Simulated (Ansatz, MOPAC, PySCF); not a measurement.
System: BeO, net charge 0, singlet state. SMILES: [Be]=[O]
Geometry from a B3LYP-D3(BJ)/def2-TZVP (Ansatz, a first-principles code) optimisation:
```
Be
O 1 1.3266
```
Charge 0, spin multiplicity 1.

Wanted: vertical electron affinity to the doublet, in eV. Set-up: no spin-orbit coupling; frozen cores in correlated levels; six Cartesian d functions in 6-31G* and its kin unless marked 5d; PM7 with its own dispersion and hydrogen-bond terms; 6-311+G** with 5d; each state is the SCF solution reached for its charge and spin; non-relativistic; open shells spin-unrestricted. First-principles rows: single points at B3LYP-D3(BJ) geometries (Ansatz). Semi-empirical rows: differences of heats of formation at the shared geometry for vertical values.

| level | program | vertical electron affinity to the doublet (eV) |
|---|---|---|
| AM1 | MOPAC | 1.21 |
| PM3 | MOPAC | 2.32 |
| PM6 | MOPAC | 0.77 |
| PM7 | MOPAC | 0.84 |
| MNDO | MOPAC | 1.75 |
| HF/6-311+G** | Ansatz | 2.10 |
| PBE/6-31G* | Ansatz | 1.53 |
| B3LYP/STO-3G | Ansatz | -1.52 |
| B3LYP/6-31G* | Ansatz | 1.61 |
| B3LYP/6-311+G** | Ansatz | 2.24 |
| M06-2X/6-31G* (5d) | PySCF | 1.59 |
| MP2/6-31G* | Ansatz | 1.28 |
| MP2/6-311+G** | Ansatz | 1.96 |
| PBE/def2-TZVPD | Ansatz | 2.16 |

No value to compare with is used here. The 13 habitual levels span -1.52 (B3LYP/STO-3G) to 2.32 eV (PM3); PBE/def2-TZVPD gives 2.16.

The levels are drawn from those run, B3LYP/6-31G* more often than the rest, none by its result; runs whose electronic state is in doubt are left out.
